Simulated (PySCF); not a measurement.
An unknown is described by computed data only.

Elements present: B, C, H and N. Monoisotopic mass: 125.1376 u.

| Quantity | Value |
| --- | --- |
| NMR, other nuclei | isotropic shieldings of nuclei other than C and H, by class: 68 (1 B), 166 (1 N) ppm [GIAO HF/pcSseg-1] |
| Triplet | lowest triplet excitation (Tamm–Dancoff): 5.56 eV [TDA wB97X-D/def2-SVPD] |
| Dipole | 1.59 D [wB97X-D/def2-SVPD] |
| UV, first state | lowest singlet excitation: 6.98 eV (178 nm, f = 0.009) [TDDFT wB97X-D/def2-SVPD] |
| Valence photoelectron | vertical ionisation energy: 9.06 eV [ΔSCF wB97X-D/def2-SVPD] |
| UV, strongest line | among the 10 lowest singlet transitions: S2 at 7.04 eV (176 nm, f = 0.349) [TDDFT wB97X-D/def2-SVPD] |
| Polarisability | 106.2 au [wB97X-D/def2-SVPD] |
| 13C NMR | chemical shifts (computed TMS as zero) by class: 39.2 (2 C), 27.1 (2 C), 26.0 (1 C), 24.7 (2 C) ppm [GIAO HF/pcSseg-1] |
| Rotational structure | rotational constants A, B, C: 3.792, 0.731, 0.721 GHz [PBE0-D3(BJ)/def2-SVP] |

Gas-phase values; electronic properties from PySCF, density fitting. Levels stand in brackets. Isolated species at its PBE0-D3(BJ)/def2-SVP geometry (one conformer only). NMR classes are plain means over equivalent atoms (diastereotopic ones count apart unless rotation or inversion swaps them), as if these changed places fast.

Task: Which formula fits the mass and the elements?

Result: C7H16BN (calculated 125.1376). No other formula that holds each of these elements comes within 0.0003 u with a fitting electron parity and a possible valence count.

Task: Give a SMILES that accounts for the data.

Result: Numbering: `[CH3:1][N:2]([CH3:3])[BH:4][CH:5]1[CH2:6][CH2:7][CH2:8][CH2:9]1`. 7 carbons fall into 4 classes; from least to most shielded: N-methyl carbon [C1/C3] (39.2 ppm, 2 C, up to 7.2 ppm apart in this geometry), ring CH2 carbon [C6/C9] (27.1 ppm, 2 C, up to 6.1 ppm apart in this geometry), ring sp3 carbon bound to boron [C5] (26.0 ppm), ring CH2 carbon [C7/C8] (24.7 ppm, 2 C, up to 4.6 ppm apart in this geometry). The other shieldings belong to: 68 ppm, three-coordinate boron [B4]; 166 ppm, boron-bound nitrogen [N2]. The first electron is taken from the HOMO, whose largest Löwdin shares are 0.49 on the boron-bound nitrogen, 0.11 on the three-coordinate boron and 0.09 on each of 2 atoms of one kind (N-methyl carbon). The optimised geometry has point group C1 and is an asymmetric top. Structure: `B(N(C)C)C1CCCC1`. The assignments are read from this structure; whether some other isomer fits the data as well wasn't checked.
